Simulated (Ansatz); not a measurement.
Species: SbBr2, charge 1, multiplicity 1. It need not be the lowest isomer of its formula. 
Geometry from a B3LYP-D3(BJ)/def2-TZVP (Ansatz, a program for electronic structure) optimisation:
```
Sb
Br 1 2.4309
Br 1 2.4309 2 101.77
```
Charge +1, spin multiplicity 1.

Wanted: vertical ionisation energy (to the doublet state of charge +2; each state is the SCF solution reached for its spin), in eV. Cores are frozen in the correlated levels unless marked. Open shells are spin-unrestricted. No spin-orbit coupling. Frozen are the shells of the preceding noble gas and the d and f shells that filled before the atom's block. Past Kr the def2 sets carry scalar-relativistic core potentials. Basis-set limits of correlation are two-point, X^-3; Hartree-Fock from the larger set. [CCSD(T)-MP2]/basis is that difference in the basis named.

```csv
level,program,vertical ionisation energy (eV)
PBE/def2-TZVPD,Ansatz,15.71
r2SCAN/def2-TZVPD,Ansatz,15.94
B3LYP/def2-TZVPD,Ansatz,___
BHLYP/def2-TZVPD,Ansatz,16.03
CAM-B3LYP/def2-TZVPD,Ansatz,___
wB97M-V/def2-TZVPD,Ansatz,___
wB97X-V/def2-TZVPD,Ansatz,16.16
CCSD/def2-TZVPPD,Ansatz,15.99
"RI-MP2/CBS(def2-TZVPPD,def2-QZVPPD)+[CCSD(T)-MP2]/def2-TZVPPD",Ansatz,___
```

Problem. What belongs in the gaps?

Solution. 
- B3LYP/def2-TZVPD, vertical ionisation energy (eV): 15.95
- CAM-B3LYP/def2-TZVPD, vertical ionisation energy (eV): 16.14
- wB97M-V/def2-TZVPD, vertical ionisation energy (eV): 16.10
- RI-MP2/CBS(def2-TZVPPD,def2-QZVPPD)+[CCSD(T)-MP2]/def2-TZVPPD, vertical ionisation energy (eV): 16.20
